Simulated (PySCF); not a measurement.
**Computed spin Hamiltonian**

C6H5FNO (doublet state).
Cartesian coordinates in Å at the GFN2-xTB level; atoms count from 1:
```xyz
14
C6H5FNO angstrom
N      0.038    3.436   -0.137
C      0.025    2.339    0.178
C      0.009    0.943    0.561
C      1.350    0.337    0.530
C      1.680   -0.834    0.071
O      0.726   -1.731   -0.433
C     -0.579   -1.351   -0.256
F     -0.983   -1.684    1.029
C     -0.849    0.142   -0.456
H     -0.420    0.871    1.570
H      2.668   -1.257    0.030
H     -1.188   -1.969   -0.931
H     -1.910    0.346   -0.304
H     -0.567    0.411   -1.475
```

The hyperfine couplings belong to this conformer and change with its torsions.

Identity: `N#C[C@@H]1[C]=CO[C@@H](F)C1` [radical].

Method: UKS B3LYP, pcH-1 on C F H N O, non-relativistic, mean-field spin-orbit, GIAO in PySCF 2.14.0. Isolated species at its GFN2-xTB geometry (one conformer only). Couplings are sensitive to structure, and on GFN2-xTB geometries they can be far from those on DFT ones. The SCF solution wasn't tested for stability.

```
g1, g2, g3        : 2.00110, 2.00221, 2.00336
g_iso             : 2.00222
Form of g         : rhombic: the two nearest values differ by 49 % of g3 − g1
⟨S²⟩              : 0.7592 (exact 0.7500)
α and β electrons : 33, 32
Basis functions   : 275
```

Isotropic coupling and dipolar principal values T1 to T3, in MHz:

```
atom  isotope  a_iso     T1     T2     T3  Mulliken spin population
  N1      14N   -0.1   -0.5   -0.1    0.6                      0.00
  C2      13C   27.1   -2.1   -1.7    3.9                      0.01
  C3      13C    7.0   -6.9   -5.8   12.6                     -0.03
  C4      13C  428.9  -78.6  -56.4  135.0                      1.01
  C5      13C   53.1  -18.8    1.9   16.9                     -0.12
  O6      17O   -9.2  -27.9   10.8   17.1                      0.05
  C7      13C    0.0   -1.0   -0.6    1.6                      0.00
  F8      19F   -5.8   -5.8    0.9    4.9                      0.00
  C9      13C   25.5   -6.0   -5.4   11.4                      0.05
 H10       1H    6.7   -6.8   -4.2   11.0                      0.00
 H11       1H   46.3   -6.1   -4.5   10.6                      0.02
 H12       1H   12.2   -1.8   -1.0    2.8                      0.00
 H13       1H   20.5   -3.8   -1.0    4.8                      0.01
 H14       1H   -3.3   -4.1   -1.7    5.8                      0.00
```

Largest spin populations (Mulliken): C4 (+1.01) and C5 (-0.12). C4 is the only atom above +0.15.

Axes: g1 points within 9° of the C3–C4 bond and g2 points within 14° of the C5–O6 bond.

Under fast tumbling the dipolar parts average out, and these isotropic splittings remain: 1 × 1H (H11, I = 1/2, 2 lines) with 1.65 mT, 1 × 1H (H13, I = 1/2, 2 lines) with 0.73 mT, 1 × 1H (H12, I = 1/2, 2 lines) with 0.43 mT, 1 × 1H (H10, I = 1/2, 2 lines) with 0.24 mT, 1 × 19F (F8, I = 1/2, 2 lines) with 0.21 mT and 1 × 1H (H14, I = 1/2, 2 lines) with 0.12 mT.

The 13C coupling of C4 (428.9 MHz) shows only in satellite lines or after enrichment, since that isotope makes up about 1.07 % of natural carbon.

The 17O coupling of O6 (-9.2 MHz) shows only in satellite lines or after enrichment, since that isotope makes up about 0.038 % of natural oxygen.

The spin density at the nucleus, in bohr⁻³, is negative for F8 (-0.0014), for instance. A restricted open-shell determinant has no negative spin density anywhere; here it arises because α and β orbitals differ (spin polarisation).
